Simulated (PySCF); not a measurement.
# From a cheap method to the best ionisation energy

All numbers below are calculated, not measured. The program is PySCF 2.14.0, an open-source quantum chemistry code, run on isolated molecules that a program drew, which may never have been made.

Each row is one molecule at its Hartree-Fock double-zeta minimum. Values are energies in eV to remove one electron at fixed geometry, as differences of total energies, from the first spin state named to the second. Koopmans is minus the highest occupied HF orbital energy, given where it applies. The basis family is cc-pV(n+d)Z, with diffuse functions on anions, UHF for radicals and no spin-orbit coupling. Best is HF at quadruple zeta, plus MP2 correlation extrapolated from triple and quadruple zeta, plus CCSD(T) minus MP2 at triple zeta, with a frozen core. The other columns are at triple zeta. The step is the size of the change in best from the same recipe one zeta lower. Germanium has the cc-pVnZ-PP basis, with a core potential (ECP10MDF) in place of its 10 inner electrons, and its 3s, 3p and 3d shells are frozen in MP2 and coupled-cluster steps.

```
SMILES,charge,spin states,Koopmans,HF,r2SCAN,CCSD,wB97X,CCSD(T),best,step
[OH][Ge][Cl],0,singlet to doublet,10.38,9.42,9.98,10.06,10.25,10.03,10.23,0.11
B=[N][Al],0,singlet to doublet,8.21,7.40,8.32,8.53,8.59,8.57,8.64,0.01
[F][AlH][Cl],0,singlet to doublet,12.78,11.25,11.78,12.14,12.22,12.18,12.40,0.09
[AlH2][AlH2],0,singlet to doublet,9.19,8.27,8.82,9.04,9.03,9.06,9.16,0.04
N=[SiH2],0,singlet to doublet,10.34,8.18,9.76,9.71,9.77,9.86,10.05,0.07
[Cl][GeH],0,singlet to doublet,9.73,8.93,9.51,9.63,9.78,9.60,9.73,0.06
F[SiH2]F,0,singlet to doublet,13.73,12.78,12.43,13.19,12.93,13.09,13.25,0.05
[OH][GeH],0,singlet to doublet,?,?,?,?,9.63,?,?,?
```

**Estimate the best value of the last row from its wB97X value.**

A least-squares line through the other rows is best = -0.37 + 1.048 x wB97X, with a scatter of 0.13 eV (squared misfits over 5 degrees of freedom). At 9.63 eV it gives 9.72 eV. The calculation gives 9.55 eV, with a step of 0.05 eV, so the line misses by 0.17 eV. Over the other rows wB97X lies on average 0.13 eV below best. The rest of the last row: 8.61 (HF), 9.38 (r2SCAN), 9.43 (CCSD), 9.42 (CCSD(T)), 9.44 (Koopmans).
